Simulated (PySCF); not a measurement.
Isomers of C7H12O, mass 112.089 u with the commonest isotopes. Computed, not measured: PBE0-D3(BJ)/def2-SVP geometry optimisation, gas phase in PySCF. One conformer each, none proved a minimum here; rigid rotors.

Question: Order these by rotational constant A, smallest first.
A. `[CH2:1]=[C:2]([CH3:3])[CH2:4][CH2:5][C:6]([CH3:7])=[O:8]` with C1–C2–C4–C5 115°, C2–C4–C5–C6 179°, C4–C5–C6–C7 174° (5-methyl-5-hexen-2-one)
B. `[CH2:1]=[C:2]1[CH2:3][CH2:4][C@@:5]1([CH3:6])[O:7][CH3:8]` with C4–C5–O7–C8 162°, C1–C2–C3–C4 -155°, C2–C3–C4–C5 -16°, C3–C4–C5–C6 137°, C1–C2–C5–C4 155°
C. `[CH2:1]=[CH:2][C:3](=[O:4])[C:5]([CH3:6])([CH3:7])[CH3:8]` with C1–C2–C3–O4 -1°

Answer: B (2549 MHz), C (3144 MHz), A (4467 MHz).

Question: Order these by out-of-plane moment Σ m c² = (Ia + Ib − Ic)/2, largest first.
A. `[CH2:1]=[CH:2][C:3](=[O:4])[C:5]([CH3:6])([CH3:7])[CH3:8]` with C1–C2–C3–O4 -1°
B. `[CH2:1]=[C:2]1[CH2:3][CH2:4][C@@:5]1([CH3:6])[O:7][CH3:8]` with C4–C5–O7–C8 162°, C1–C2–C3–C4 -155°, C2–C3–C4–C5 -16°, C3–C4–C5–C6 137°, C1–C2–C5–C4 155°
C. `[CH2:1]=[C:2]([CH3:3])[CH2:4][CH2:5][C:6]([CH3:7])=[O:8]` with C1–C2–C4–C5 115°, C2–C4–C5–C6 179°, C4–C5–C6–C7 174°

Answer: B (83.27 u·Å²), A (55.71 u·Å²), C (40.70 u·Å²).

Question: Order these by dipole moment, largest first.
A. `[CH2:1]=[C:2]1[CH2:3][CH2:4][C@@:5]1([CH3:6])[O:7][CH3:8]` with C4–C5–O7–C8 162°, C1–C2–C3–C4 -155°, C2–C3–C4–C5 -16°, C3–C4–C5–C6 137°, C1–C2–C5–C4 155°
B. `[CH2:1]=[CH:2][C:3](=[O:4])[C:5]([CH3:6])([CH3:7])[CH3:8]` with C1–C2–C3–O4 -1°
C. `[CH2:1]=[C:2]([CH3:3])[CH2:4][CH2:5][C:6]([CH3:7])=[O:8]` with C1–C2–C4–C5 115°, C2–C4–C5–C6 179°, C4–C5–C6–C7 174° (5-methyl-5-hexen-2-one)

Answer: C (2.74 D), B (2.50 D), A (0.88 D).

```csv
SMILES,point group,Ia (u·Å²),Ib (u·Å²),Ic (u·Å²),κ,μa (D),μb (D),μc (D)
C=C(C)CCC(C)=O,C1,113.14,560.33,592.06,-0.97,0.20,2.44,1.24
C=CC(=O)C(C)(C)C,–,160.75,336.95,386.29,-0.79,0.22,2.48,0.00
C=C1CC[C@@]1(C)OC,C1,198.29,265.73,297.48,-0.52,0.16,0.61,0.61
```
